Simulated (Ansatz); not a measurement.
Complex (SMILES): F (HF) with C#N (CH-N), atoms 1 to 2 the first; geometry from B3LYP-D3(BJ)/def2-TZVP, monomers rigid:
```xyz
5

F      0.9503     0.5484    -0.1025
H      0.2877     0.3564     0.5335
C     -1.8028    -0.2520     2.5405
N     -0.9963    -0.0166     1.7661
H     -2.5562    -0.4720     3.2639
```

Basis-set convergence of the counterpoise-corrected interaction energy at PBE with Ansatz (a first-principles code). Cartesian d functions, on some or all atoms, in 6-31G*, 6-31+G*; all else is spherical. The program fits the integrals of some runs and decomposes those of others, by size. No added dispersion term, no relativity. Functions are those of the species that has most. Reference: the value in aug-pcseg-3, -8.01 kcal/mol. Deviations are taken from unrounded values.

| basis | functions | counterpoise-corrected interaction energy (kcal/mol) | minus reference (kcal/mol) |
|---|---|---|---|
| 3-21G | 31 | -7.61 | 0.40 |
| 6-31G* | 49 | -6.57 | 1.44 |
| 6-31+G* | 61 | -7.70 | 0.31 |
| 6-311G** | 66 | -6.90 | 1.11 |
| def2-SVPD | 79 | -8.37 | -0.36 |
| aug-pcseg-1 | 87 | -7.81 | 0.20 |
| def2-TZVP | 105 | -7.69 | 0.32 |
| cc-pVTZ | 118 | -7.28 | 0.73 |
| jun-cc-pV(T+d)Z | 145 | -8.00 | 0.01 |
| def2-TZVPPD | 148 | -8.02 | -0.01 |
| 6-311++G(3df,3pd) | 153 | -7.94 | 0.07 |
| aug-pcseg-2 | 184 | -8.02 | -0.01 |
| cc-pVQZ | 225 | -7.65 | 0.36 |

The smallest set listed that lies within 0.05 kcal/mol of the reference with all its larger relatives (same family, alike in diffuse functions; a set with none counts only in the reference's own line) is jun-cc-pV(T+d)Z (145 functions, 0.01 kcal/mol off). (Relatives not listed, tested too: aug-cc-pVTZ 0.01, def2-QZVPPD 0.01, aug-cc-pVQZ 0.00, aug-pcseg-3 0.00 kcal/mol.)
